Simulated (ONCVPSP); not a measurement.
# How hard is this cerium (Ce) ONCV potential?

ONCVPSP 4.0.1 input, shortened (lines: element, Z, core and valence counts, functional; n l f; lmax; l rc ep ncon nbas qcut; lloc lpopt rc5 dvloc0; l nproj debl; icmod fcfact rcfact), PBE, scalar-relativistic:

```
  Ce 58.00    9    5        4      upf
    1    0    2.00
    2    0    2.00
    2    1    6.00
    3    0    2.00
    3    1    6.00
    3    2   10.00
    4    0    2.00
    4    1    6.00
    4    2   10.00
    4    3    1.00
    5    0    2.00
    5    1    6.00
    5    2    1.00
    6    0    2.00
    3
    0    2.65    0.00    4    7    5.10
    1    1.65    0.00    4    8    5.30
    2    3.30    0.00    4    9    5.40
    3    1.55    0.00    4    9   10.60
    4    5    1.00   -1.00
    0    2    3.80
    1    2    2.10
    2    3    3.90
    3    1    3.60
    0    0.00    0.00
```

For each optimised wave give the share of its norm inside rc, the residual kinetic energy above qcut (Ha) and the cutoffs (Ha) for errors of 10, 1, 0.1 and 0.01 mHa per electron.

| wave | norm inside rc | residual KE | 10 mHa | 1 mHa | 0.1 mHa | 0.01 mHa |
| --- | --- | --- | --- | --- | --- | --- |
| 5s | 0.975 | 2.2e-07 | 5.1 | 7.8 | 9.5 | 10.9 |
| 6s | 0.097 | 6.7e-07 | 2.5 | 7.3 | 9.6 | 11.2 |
| 5p | 0.469 | 1.0e-03 | 10.1 | 14.4 | 56.5 | 73.5 |
| p projector 2 | 0.078 | 9.6e-04 | 9.2 | 14.1 | 54.0 | 97.8 |
| 5d | 0.678 | 9.6e-10 | 4.6 | 6.5 | 8.3 | 9.8 |
| d projector 2 | 0.195 | 2.8e-06 | 8.0 | 11.1 | 12.8 | 14.2 |
| d projector 3 | 0.119 | 1.8e-04 | 11.1 | 13.0 | 19.6 | 38.6 |
| 4f | 0.815 | 3.3e-05 | 42.8 | 48.8 | 53.5 | 108.0 |

The occupied waves need 49 Ha and 56 Ha for 1 and 0.1 mHa. Note: ghosts flagged at negative energy: s at -235.8 eV; GHOST(+) flagged for p at 2.35 eV, d at 243.5 eV. A true bound ghost makes a file unfit for plane-wave use. 1 of 4 tests not solved or not reliable.
